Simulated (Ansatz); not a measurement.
## Relative stability

The two ends of one reaction step of BH4ClO3, closed shell (PBE0-D4/def2-TZVP).

A:

B1  (-0.649, -0.825, 0.054)
O2  (1.792, 2.059, 0.014)
O3  (-1.366, -1.775, -0.589)
O4  (-0.722, 0.473, -0.326)
H5  (2.154, 1.698, 0.826)
Cl6  (0.409, -1.220, 1.415)
H7  (0.927, 1.644, -0.070)
H8  (-1.240, -2.661, -0.242)
H9  (-1.303, 0.607, -1.081)
(Å)

B:

B1  (-0.482, 0.214, -0.466)
O2  (0.539, 0.832, 0.229)
O3  (-0.719, -1.112, -0.306)
O4  (-1.236, 0.971, -1.310)
H5  (1.491, -0.241, 1.328)
Cl6  (1.839, -1.347, 1.924)
H7  (0.611, 1.770, 0.035)
H8  (-0.124, -1.547, 0.315)
H9  (-1.919, 0.460, -1.749)
(Å)

Ansatz 0.2.0; basis: def2-TZVPP; cores frozen in the correlated methods. B3LYP uses VWN-RPA correlation.

Question: Which structure is lower at CCSD(T), and by how much? (An estimate is asked for; the value comes from the calculation.)

Answer: The calculation gives: B, by 0.513 eV (electronic energy, against the other). By their contacts, A is a complex of BH₂ClO₂ ([OH][B]([OH])[Cl]) + H₂O and B is a complex of BH₃O₃ ([OH][B]([OH])[OH]) + HCl.

All methods give the same order:

```csv
method,E(B) − E(A) (eV)
SPW92,-0.679
PBE-D4,-0.491
BLYP-D4,-0.526
r2SCAN-D4,-0.531
B97M-V,-0.528
PBE0-D4,-0.504
B3LYP-D4,-0.543
r2SCAN0-D4,-0.538
BHLYP-D4,-0.567
CAM-B3LYP-D4,-0.590
wB97X-V,-0.510
wB97M-V,-0.514
B2PLYP,-0.525
PBE-QIDH,-0.508
RPA on PBE,-0.484
HF,-0.527
MP2,-0.486
CCSD,-0.521
CCSD(T),-0.513
```

The T1 diagnostic stays at or below 0.011.

Labels in which every atom is bracketed show which atoms are joined, not bond orders.

For scale, one of the runs: CCSD(T)/def2-TZVPP, 222 basis functions, launched by `ansatz run in.yaml --threads 4 --pin off --events-out ev --progress --plain --max-ram 9574MiB`. Hardware: 4 CPU threads of an Arm Neoverse V2, shared host. Wall time 93 s; peak host memory 3.7 GiB.
